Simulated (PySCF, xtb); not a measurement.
Cl3OSi, SMILES [O][Si](Cl)(Cl)Cl (connectivity only; charge and spin as stated), charge -1, multiplicity 1.

Harmonic wavenumbers (cm⁻¹) from xtb with GFN2-xTB at its own minimum, in rising order: 130, 130, 189, 243, 243, 379, 406, 406, 1325.

### Question
What does PBE-D3(BJ)/def2-SVPD run with PySCF give at its own minimum? (An estimate is asked for; the answer gives what the named calculation found.)

### Answer
145, 145, 208, 258, 258, 398, 471, 471, 1115. Paired by order, the mean absolute difference is 49 cm⁻¹ and the zero-point energies are 4.9 and 5.0 kcal/mol.
